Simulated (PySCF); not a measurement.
Cl4Te, singlet, geometry from GFN2-xTB (core potentials on Te); DF-B3LYP/def2-SV(P) run with PySCF.

PySCF was given this input:
```python
from pyscf import gto, scf, dft

mol = gto.Mole()
mol.atom = '''
    Te   -0.00534842    0.01223355    0.48327654
    Cl    1.16596908   -1.49075955   -0.82644836
    Cl    1.90421897    1.50336856    0.12041395
    Cl   -1.14657041    1.44638856   -0.92639152
    Cl   -1.90725777   -1.49641785    0.15416827
'''
mol.basis = 'def2-sv(p)'
mol.ecp = {'Te': 'def2-sv(p)'}
mol.verbose = 4
mol.build()

mf = dft.RKS(mol)
mf.xc = 'b3lyp'
mf.grids.prune = dft.gen_grid.treutler_prune
mf = mf.density_fit(auxbasis='def2-universal-jkfit')
mf.kernel()
```

What the program printed (banner, timings and long lists left out):

```
PySCF version 2.14.0

[INPUT] verbose = 4
[INPUT] num. atoms = 5
[INPUT] num. electrons = 92
[INPUT] charge = 0
[INPUT] spin (= nelec alpha-beta = 2S) = 0
[INPUT] symmetry False subgroup None
[INPUT] Mole.unit = angstrom
[INPUT] Symbol           X                Y                Z      unit          X                Y                Z       unit  Magmom
[INPUT]  1 Te    -0.005348420000   0.012233550000   0.483276540000 AA   -0.010107048999   0.023118059031   0.913260303027 Bohr   0.0
[INPUT]  2 Cl     1.165969080000  -1.490759550000  -0.826448360000 AA    2.203362230911  -2.817127267080  -1.561761056496 Bohr   0.0
[INPUT]  3 Cl     1.904218970000   1.503368560000   0.120413950000 AA    3.598452334501   2.840954842682   0.227549387077 Bohr   0.0
[INPUT]  4 Cl    -1.146570410000   1.446388560000  -0.926391520000 AA   -2.166704057430   2.733278248104  -1.750626256920 Bohr   0.0
[INPUT]  5 Cl    -1.907257770000  -1.496417850000   0.154168270000 AA   -3.604194834249  -2.827819904410   0.291335807398 Bohr   0.0

nuclear repulsion = 625.067996671888
number of shells = 42
number of NR pGTOs = 205
number of NR cGTOs = 98
basis = def2-sv(p)
ecp = {'Te': 'def2-sv(p)'}

******** <class 'pyscf.df.df_jk.DFRKS'> ********
method = DFRKS
initial guess = minao
damping factor = 0
level_shift factor = 0
DIIS = <class 'pyscf.scf.diis.CDIIS'>
diis_start_cycle = 1
diis_space = 8
diis_damp = 0
SCF conv_tol = 1e-09
SCF conv_tol_grad = None
SCF max_cycles = 50
direct_scf = False
XC library pyscf.dft.libxc version 7.1.2
    S. Lehtola, C. Steigemann, M. J. T. Oliveira, and M. A. L. Marques,  SoftwareX 7, 1–5 (2018)
XC functionals = b3lyp
    P. J. Stephens, F. J. Devlin, C. F. Chabalowski, and M. J. Frisch,  J. Phys. Chem. 98, 11623 (1994)
radial grids:
    Treutler-Ahlrichs [JCP 102, 346 (1995); DOI:10.1063/1.469408] (M4) radial grids

becke partition: Becke, JCP 88, 2547 (1988); DOI:10.1063/1.454033
pruning grids: <function treutler_prune>
grids dens level: 3
symmetrized grids: False
atomic radii adjust function: <function treutler_atomic_radii_adjust>
small_rho_cutoff = 0
Set gradient conv threshold to 3.16228e-05
Initial guess from minao.
tot grids = 95768
******** <class 'pyscf.df.df.DF'> ********
auxbasis = def2-universal-jkfit
init E= -2081.02119667395
  HOMO = -0.682734935367519  LUMO = -0.678279930757412  gap/eV = 0.12123
cycle= 1 E= -2105.66033141721  delta_E= -24.6  |g|= 3.35  |ddm|=  8.9
  HOMO = 0.15933567808834  LUMO = 0.270714912763909  gap/eV = 3.03078
cycle= 2 E= -2104.70763200838  delta_E= 0.953  |g|= 3.77  |ddm|= 9.58
  HOMO = -0.264048535501257  LUMO = -0.102665911707278  gap/eV = 4.39144
cycle= 3 E= -2108.39523517767  delta_E= -3.69  |g|= 0.224  |ddm|= 5.82
  HOMO = -0.304780815156793  LUMO = -0.144177038445439  gap/eV = 4.37025
cycle= 4 E= -2108.40784559381  delta_E= -0.0126  |g|= 0.0923  |ddm|= 0.634
  HOMO = -0.300152799669152  LUMO = -0.133568785149318  gap/eV = 4.53298
cycle= 5 E= -2108.40956733648  delta_E= -0.00172  |g|= 0.0239  |ddm|= 0.145
  HOMO = -0.298070190367119  LUMO = -0.132089075587158  gap/eV = 4.51658
cycle= 6 E= -2108.40974772687  delta_E= -0.00018  |g|= 0.00631  |ddm|= 0.0391
  HOMO = -0.298591868852089  LUMO = -0.13148583063598  gap/eV = 4.54719
cycle= 7 E= -2108.40975937407  delta_E= -1.16e-05  |g|= 0.0019  |ddm|= 0.0121
  HOMO = -0.298465026052156  LUMO = -0.131589597822559  gap/eV = 4.54091
cycle= 8 E= -2108.40976053539  delta_E= -1.16e-06  |g|= 0.000209  |ddm|= 0.00288
  HOMO = -0.298492742525966  LUMO = -0.131612345815003  gap/eV = 4.54105
cycle= 9 E= -2108.40976054622  delta_E= -1.08e-08  |g|= 8.27e-05  |ddm|= 0.000297
  HOMO = -0.298490805560225  LUMO = -0.131613913807555  gap/eV = 4.54095
cycle= 10 E= -2108.40976054864  delta_E= -2.42e-09  |g|= 1.01e-05  |ddm|= 0.000144
  HOMO = -0.298490822375497  LUMO = -0.131614024657442  gap/eV = 4.54095
cycle= 11 E= -2108.40976054867  delta_E= -3e-11  |g|= 2.4e-06  |ddm|= 1.34e-05
  HOMO = -0.298490705450805  LUMO = -0.131613664432103  gap/eV = 4.54096
Extra cycle  E= -2108.40976054867  delta_E= -4.55e-12  |g|= 2.64e-06  |ddm|= 8.62e-06
converged SCF energy = -2108.40976054867
```
